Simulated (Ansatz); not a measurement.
Gas-phase electronic energies from Ansatz, PBE0-D4/def2-TZVP geometries. CCSD(T)/CBS adds triple-zeta CCSD(T) − MP2 to the extrapolated MP2 energy (def2 sets, frozen cores). DFT in def2-TZVPP. def2 core potentials past Kr. For Br, In outer-core shells are correlated without core-valence functions, which leaves a few kJ/mol of doubt a bond. Scalar relativity is left out up to krypton. Each species was taken in one conformer, which may not be the lowest.

`[OH][In]([OH])[O][SiH3]` + HBr → `[OH][In]([OH])[Br]` + `O[SiH3]`  (ligand exchange at the In–O bond)

(1) Is it downhill or uphill in electronic energy at CCSD(T)/CBS, and by how much? (An estimate is asked.)

(2) What do these levels give: PBE-D4, r2SCAN-D4, PBE0-D4, B2PLYP, r2SCAN, PBE0, SCS-MP2/def2-TZVPP, CCSD/def2-TZVPP, CCSD(T)/def2-TZVPP, HF/def2-QZVPP, MP2/def2-QZVPP, HF/CBS(def2)? (An estimate is asked.)

Largest T1 diagnostic among the species: 0.016.

Answers

(1) The calculation gave: Downhill: ΔE = -90.5 kJ/mol.

(2) The calculation gave: PBE-D4 -96.1, r2SCAN-D4 -96.9, PBE0-D4 -101.6, B2PLYP -94.6, r2SCAN -97.7, PBE0 -103.6, SCS-MP2/def2-TZVPP -88.7, CCSD/def2-TZVPP -90.9, CCSD(T)/def2-TZVPP -88.3, HF/def2-QZVPP -106.9, MP2/def2-QZVPP -91.7, HF/CBS(def2) -106.6 kJ/mol.

From PBE to PBE0 (25 % exact exchange), in def2-TZVPP and without D4, ΔE moves by −5.3 kJ/mol. In def2-TZVPP, CCSD(T) changes the Hartree–Fock value by +20.7 kJ/mol (the triples alone add +2.6 kJ/mol) and MP2 by +17.8 kJ/mol.
